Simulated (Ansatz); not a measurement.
Reaction (hydrogenolysis of a Ge–O bond): `[OH][Ge][O][SiH3]` + H₂ → `[OH][GeH]` + `O[SiH3]`

Calculated with Ansatz (gas phase, PBE0-D4/def2-TZVP geometries, no zero-point term in ΔE). CBS: MP2 limit from def2 TZ/QZ plus the TZ coupled-cluster correction, frozen cores. This one scheme is used for every species. Functionals use def2-TZVPP. B3LYP here is the variant with VWN-RPA as its local correlation; programs differ in this. HSE06 is defined as in plane-wave codes. For Ge outer-core shells are correlated without core-valence functions, which leaves a few kJ/mol of doubt a bond. Scalar relativity is left out up to krypton. Each species was taken in one conformer, which may not be the lowest.

Q: Is it downhill or uphill in electronic energy at CCSD(T)/CBS, and by how much? (Estimate.)

A: Ansatz gave: Uphill: ΔE = +1.14 eV.

Q: What do these levels give: revPBE-D4, HSE06-D4, PBE-QIDH, PBE0, B3LYP, LC-ωPBE, HF/def2-TZVPP, MP2/def2-TZVPP, SCS-MP2/def2-TZVPP, MP2/def2-QZVPP, HF/CBS(def2), MP2/CBS(def2)? (Estimate.)

A: Ansatz gave: revPBE-D4 1.14, HSE06-D4 1.07, PBE-QIDH 1.10, PBE0 1.01, B3LYP 1.06, LC-ωPBE 1.04, HF/def2-TZVPP 0.96, MP2/def2-TZVPP 1.23, SCS-MP2/def2-TZVPP 1.18, MP2/def2-QZVPP 1.25, HF/CBS(def2) 0.96, MP2/CBS(def2) 1.25 eV.

Largest T1 diagnostic among the species: 0.016.

At CCSD(T), def2-SVP lies −0.06 eV from the extrapolated value and def2-TZVPP −0.02 eV. From PBE to PBE0 (25 % exact exchange), in def2-TZVPP and without D4, ΔE moves by −0.04 eV. Leaving LDA and LC-ωPBE aside and taking each functional with its dispersion term where it has one, the values, not all of them listed here, spread over 0.14 eV, from HSE06-D4 to BLYP-D4. LDA lies +0.05 eV from PBE without D4.
